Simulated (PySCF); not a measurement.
**[PbBr3]−: from a saddle point downhill**

PySCF 2.14.0, RKS PBE, Pb def2-SVP with ECP60, Br def2-SVP; non-relativistic Hamiltonian with scalar-relativistic core potentials where named; density fitting; no spin-orbit coupling. Relaxed within the symmetry of its start, the geometry (C2v) is

```xyz
4

Pb   -0.0238    0.0000    0.0000
Br   -1.3806    0.0000    2.5210
Br   -1.3806    0.0000   -2.5210
Br    2.8239    0.0000    0.0000
```

and its lowest harmonic modes are -62, 23, 30, 147, 152, 156 cm⁻¹ (negative: unstable). It was moved along the lowest mode and relaxed again, within the group Cs that the move left.

Task: Where does it end, and how much lower?

Result: In C3v, 0.446 eV lower, after 6 steps:
```xyz
4

Pb    0.0050    0.7943    0.0000
Br   -1.2434   -0.4081    2.1744
Br   -1.2434   -0.4081   -2.1744
Br    2.5207   -0.3870    0.0000
```

Task: How do the contacts change?

Result: 
```
     contact  saddle (Å)  end (Å)
Pb1–Br2 (Br)       2.863    2.781
Pb1–Br3 (Br)       2.863    2.781
Pb1–Br4 (Br)       2.848    2.779
```


Task: Is the end a minimum?

Result: Yes; lowest modes 54, 54, 64, 173, 173, 179 cm⁻¹.

State: singlet.
